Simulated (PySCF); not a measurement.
**dibromomethane: adiabatic energies of losing or gaining an electron at several levels**

Structure: `BrCBr` (CH2Br2).

All levels share the PBE0-D3(BJ)/ma-def2-SVP structures and the PBE0-D3(BJ)/ma-def2-SVP thermal terms; only the single-point energies (PySCF) change. Values are adiabatic energies of losing or gaining an electron (0 K, eV).

Measured (NIST Chemistry WebBook): adiabatic ionisation energy 10.41 eV.

```
                    level  ionisation energy to the radical cation
  ωB97X-D3(BJ)/def2-TZVPD                                    10.74
ωB97X-D3(BJ)/ma-def2-TZVP                                    10.75
```

At ωB97X-D3(BJ)/def2-TZVPD a relaxed species lies above the same state at the other structure, so the structures fit that level poorly.

The spread: 0.01 eV, from 10.74 to 10.75.

Note: spin-orbit coupling is left out of the energies, which matters for open shells on the heavier atoms; atoms from Ga to Kr are treated without relativity; the relaxed radical cation lies 0.06 eV above the vertical state at ωB97X-D3(BJ)/ma-def2-TZVP, which can't hold for one state at its own minimum: the two belong to different states, or the structure misses this level's minimum, so vertical and adiabatic values aren't comparable; the value from this structure is no true adiabatic energy.
